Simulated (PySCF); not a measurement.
# Correlation energy of Co³⁺ (cobalt, charge +3)

Starting occupation: [Ar] 3d6, 3d3/2 with m_j = +3/2, 3d5/2 with m_j = -3/2, -1/2, +1/2, +3/2, +5/2. All numbers are calculated (PySCF 2.14, X2C-1e with screened-nucleus spin-orbit coupling, Gaussian nucleus, in x2c-TZVPall-2c). Frozen: [Ne]; 14 electrons correlated.

MP2 pair energies summed by pair of shells (mhartree):

```csv
pair,energy,share (%)
3d-3p,-146.90,42.2
3d-3d,-89.49,25.7
3p-3p,-61.26,17.6
3d-3s,-23.96,6.9
3p-3s,-23.46,6.7
3s-3s,-3.09,0.9
```

Total MP2 correlation energy: -348.15 mhartree.

The GHF reference relaxed away from the jj start to a determinant that is no pure jj level (⟨S²⟩ = 6.00, ⟨J²⟩ = 20.00); the energies belong to that determinant.

This basis was not built for core-valence correlation, so the inner-shell part is incomplete.
